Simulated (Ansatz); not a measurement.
Born–Oppenheimer molecular dynamics of a periodic cell of 18 atoms, CO$_{2}$ (contents 6 CO2, density as packed 1.11 g/cm³ with natural masses). It starts from a partly relaxed structure (largest force component 0.22 eV/Å).

Level of theory: Ansatz, DFT PBE-D3(BJ), scalar-relativistic, plane waves, PAW. Settings: cutoff 420 eV, k mesh 1x1x1, fermi-dirac smearing 0.02 eV, no spin polarisation.

* ensemble: NVT, Langevin thermostat
* time step: 1 fs
* steps asked: 300
* set temperature: 1000 K
* friction: 0.02 /fs
* seed: 434283

Frames 2 fs apart, positions in Å.

Velocities at 230.0 fs (Å/ps):

```
C -7.06 -3.53 -10.73
O 1.78 -1.85 -8.64
O 5.48 -5.72 7.43
C 13.31 6.18 -0.58
O 4.70 -3.02 5.08
O -5.44 -3.15 3.56
C -15.82 -5.70 20.31
O 17.09 3.47 5.19
O -7.58 -3.79 10.72
C -2.22 -4.20 -4.98
O 5.29 3.84 -5.88
O 5.38 -3.36 -1.74
C -12.16 -10.23 -10.46
O 14.90 -7.62 13.30
O 9.34 -7.23 -7.54
C -4.59 0.78 -5.24
O -2.50 0.07 -13.69
O 0.68 -17.56 5.39
```

```xyz
18
Lattice="7.3434 0.0000 0.0000 0.0000 7.3434 0.0000 0.0000 0.0000 7.3434" Properties=species:S:1:pos:R:3 time_fs=230.0 energy_less_start_eV=1.253 T=1173
C 2.828 4.651 6.640
O 1.861 5.372 6.621
O 3.735 3.982 6.803
C 8.081 3.871 3.917
O 7.553 3.091 4.586
O 8.795 4.630 3.341
C 6.151 6.995 -0.635
O 5.787 6.379 0.291
O 6.468 7.824 -1.405
C 7.597 -0.424 3.361
O 6.705 -1.161 3.583
O 8.532 0.227 3.078
C 2.552 1.206 6.115
O 2.421 1.381 7.241
O 2.412 1.045 4.990
C 4.900 3.590 3.443
O 4.272 4.337 4.089
O 5.398 2.748 2.796
18
Lattice="7.3434 0.0000 0.0000 0.0000 7.3434 0.0000 0.0000 0.0000 7.3434" Properties=species:S:1:pos:R:3 time_fs=232.0 energy_less_start_eV=1.280 T=1223
C 2.812 4.649 6.617
O 1.865 5.367 6.608
O 3.750 3.972 6.819
C 8.106 3.884 3.920
O 7.559 3.085 4.597
O 8.783 4.624 3.351
C 6.122 6.984 -0.596
O 5.819 6.384 0.303
O 6.453 7.813 -1.383
C 7.590 -0.435 3.348
O 6.716 -1.151 3.571
O 8.540 0.220 3.071
C 2.528 1.181 6.096
O 2.452 1.369 7.277
O 2.431 1.028 4.971
C 4.892 3.587 3.435
O 4.268 4.338 4.062
O 5.397 2.714 2.803
18
Lattice="7.3434 0.0000 0.0000 0.0000 7.3434 0.0000 0.0000 0.0000 7.3434" Properties=species:S:1:pos:R:3 time_fs=234.0 energy_less_start_eV=1.561 T=1072
C 2.798 4.648 6.596
O 1.874 5.362 6.594
O 3.763 3.966 6.834
C 8.120 3.888 3.931
O 7.558 3.081 4.607
O 8.772 4.621 3.362
C 6.099 6.990 -0.571
O 5.850 6.384 0.323
O 6.441 7.798 -1.367
C 7.592 -0.443 3.331
O 6.720 -1.138 3.561
O 8.549 0.215 3.062
C 2.502 1.159 6.096
O 2.482 1.358 7.307
O 2.456 1.000 4.945
C 4.884 3.579 3.430
O 4.266 4.344 4.036
O 5.391 2.680 2.809
18
Lattice="7.3434 0.0000 0.0000 0.0000 7.3434 0.0000 0.0000 0.0000 7.3434" Properties=species:S:1:pos:R:3 time_fs=236.0 energy_less_start_eV=1.432 T=1163
C 2.790 4.646 6.582
O 1.881 5.354 6.573
O 3.764 3.966 6.847
C 8.131 3.878 3.954
O 7.550 3.086 4.622
O 8.767 4.623 3.368
C 6.082 7.010 -0.564
O 5.874 6.373 0.355
O 6.428 7.780 -1.351
C 7.612 -0.441 3.305
O 6.712 -1.131 3.555
O 8.556 0.210 3.053
C 2.478 1.143 6.119
O 2.510 1.349 7.327
O 2.484 0.968 4.924
C 4.874 3.562 3.425
O 4.260 4.347 4.013
O 5.382 2.650 2.818
18
Lattice="7.3434 0.0000 0.0000 0.0000 7.3434 0.0000 0.0000 0.0000 7.3434" Properties=species:S:1:pos:R:3 time_fs=238.0 energy_less_start_eV=1.438 T=1021
C 2.799 4.635 6.580
O 1.880 5.351 6.550
O 3.760 3.973 6.857
C 8.139 3.865 3.988
O 7.545 3.091 4.636
O 8.767 4.628 3.370
C 6.066 7.033 -0.563
O 5.892 6.360 0.394
O 6.413 7.768 -1.337
C 7.638 -0.441 3.278
O 6.696 -1.121 3.555
O 8.563 0.200 3.040
C 2.462 1.132 6.145
O 2.535 1.343 7.332
O 2.515 0.943 4.915
C 4.869 3.537 3.416
O 4.252 4.353 3.992
O 5.368 2.627 2.828
18
Lattice="7.3434 0.0000 0.0000 0.0000 7.3434 0.0000 0.0000 0.0000 7.3434" Properties=species:S:1:pos:R:3 time_fs=240.0 energy_less_start_eV=1.564 T=925
C 2.815 4.626 6.583
O 1.877 5.350 6.527
O 3.751 3.982 6.860
C 8.150 3.850 4.023
O 7.541 3.097 4.647
O 8.770 4.637 3.367
C 6.053 7.040 -0.550
O 5.911 6.349 0.433
O 6.402 7.768 -1.333
C 7.651 -0.449 3.252
O 6.681 -1.106 3.557
O 8.568 0.193 3.024
C 2.446 1.123 6.160
O 2.558 1.334 7.327
O 2.544 0.924 4.921
C 4.863 3.512 3.412
O 4.246 4.354 3.970
O 5.350 2.608 2.841
18
Lattice="7.3434 0.0000 0.0000 0.0000 7.3434 0.0000 0.0000 0.0000 7.3434" Properties=species:S:1:pos:R:3 time_fs=242.0 energy_less_start_eV=1.406 T=958
C 2.827 4.625 6.593
O 1.876 5.351 6.503
O 3.742 3.986 6.860
C 8.171 3.843 4.052
O 7.537 3.104 4.668
O 8.772 4.643 3.365
C 6.039 7.032 -0.518
O 5.928 6.342 0.465
O 6.389 7.770 -1.339
C 7.649 -0.460 3.230
O 6.674 -1.088 3.560
O 8.576 0.193 3.009
C 2.431 1.118 6.164
O 2.576 1.325 7.319
O 2.566 0.905 4.950
C 4.845 3.489 3.413
O 4.242 4.353 3.949
O 5.333 2.596 2.860
18
Lattice="7.3434 0.0000 0.0000 0.0000 7.3434 0.0000 0.0000 0.0000 7.3434" Properties=species:S:1:pos:R:3 time_fs=244.0 energy_less_start_eV=1.159 T=1147
C 2.825 4.641 6.608
O 1.881 5.350 6.482
O 3.736 3.986 6.853
C 8.198 3.846 4.069
O 7.534 3.107 4.691
O 8.772 4.642 3.369
C 6.027 7.013 -0.474
O 5.936 6.339 0.492
O 6.370 7.774 -1.349
C 7.639 -0.475 3.215
O 6.674 -1.075 3.563
O 8.589 0.197 2.988
C 2.430 1.113 6.161
O 2.587 1.318 7.311
O 2.587 0.888 4.993
C 4.816 3.473 3.418
O 4.246 4.356 3.927
O 5.321 2.588 2.878
18
Lattice="7.3434 0.0000 0.0000 0.0000 7.3434 0.0000 0.0000 0.0000 7.3434" Properties=species:S:1:pos:R:3 time_fs=246.0 energy_less_start_eV=1.337 T=1126
C 2.819 4.665 6.625
O 1.886 5.345 6.455
O 3.736 3.982 6.840
C 8.225 3.856 4.077
O 7.534 3.111 4.714
O 8.771 4.635 3.371
C 6.023 6.995 -0.428
O 5.941 6.337 0.515
O 6.349 7.773 -1.356
C 7.624 -0.484 3.209
O 6.673 -1.059 3.567
O 8.599 0.196 2.964
C 2.442 1.111 6.155
O 2.598 1.308 7.302
O 2.609 0.871 5.040
C 4.783 3.458 3.431
O 4.248 4.361 3.905
O 5.308 2.576 2.892
18
Lattice="7.3434 0.0000 0.0000 0.0000 7.3434 0.0000 0.0000 0.0000 7.3434" Properties=species:S:1:pos:R:3 time_fs=248.0 energy_less_start_eV=1.688 T=985
C 2.808 4.690 6.641
O 1.895 5.343 6.421
O 3.742 3.978 6.827
C 8.252 3.859 4.080
O 7.538 3.117 4.738
O 8.777 4.628 3.372
C 6.029 6.992 -0.398
O 5.949 6.335 0.541
O 6.319 7.766 -1.353
C 7.612 -0.484 3.204
O 6.670 -1.041 3.560
O 8.604 0.184 2.938
C 2.458 1.107 6.158
O 2.608 1.297 7.300
O 2.628 0.857 5.078
C 4.749 3.442 3.443
O 4.241 4.367 3.887
O 5.300 2.568 2.908
18
Lattice="7.3434 0.0000 0.0000 0.0000 7.3434 0.0000 0.0000 0.0000 7.3434" Properties=species:S:1:pos:R:3 time_fs=250.0 energy_less_start_eV=1.758 T=998
C 2.798 4.709 6.658
O 1.903 5.346 6.386
O 3.749 3.978 6.818
C 8.269 3.852 4.085
O 7.545 3.125 4.758
O 8.789 4.621 3.370
C 6.041 7.000 -0.380
O 5.957 6.332 0.567
O 6.281 7.753 -1.337
C 7.607 -0.475 3.197
O 6.667 -1.026 3.553
O 8.604 0.168 2.917
C 2.469 1.102 6.176
O 2.614 1.286 7.297
O 2.641 0.848 5.107
C 4.718 3.420 3.449
O 4.229 4.371 3.873
O 5.292 2.567 2.925
18
Lattice="7.3434 0.0000 0.0000 0.0000 7.3434 0.0000 0.0000 0.0000 7.3434" Properties=species:S:1:pos:R:3 time_fs=252.0 energy_less_start_eV=1.466 T=1125
C 2.805 4.721 6.678
O 1.908 5.356 6.353
O 3.754 3.982 6.810
C 8.278 3.844 4.098
O 7.555 3.138 4.772
O 8.804 4.611 3.372
C 6.057 7.017 -0.369
O 5.963 6.329 0.594
O 6.236 7.737 -1.309
C 7.617 -0.454 3.190
O 6.660 -1.016 3.545
O 8.599 0.153 2.896
C 2.478 1.104 6.205
O 2.619 1.277 7.302
O 2.652 0.839 5.120
C 4.689 3.399 3.444
O 4.209 4.373 3.865
O 5.282 2.566 2.943
```

Of the whole run (300 fs, mean temperature of the second half 977 K): A run of 0.3 ps of so small a system gives no equilibrium averages. Limits of this set-up: coarse k mesh.

Time of the run: 12 min on 1 thread of Arm Neoverse V1 (shared host), peak memory 0.42 GiB.
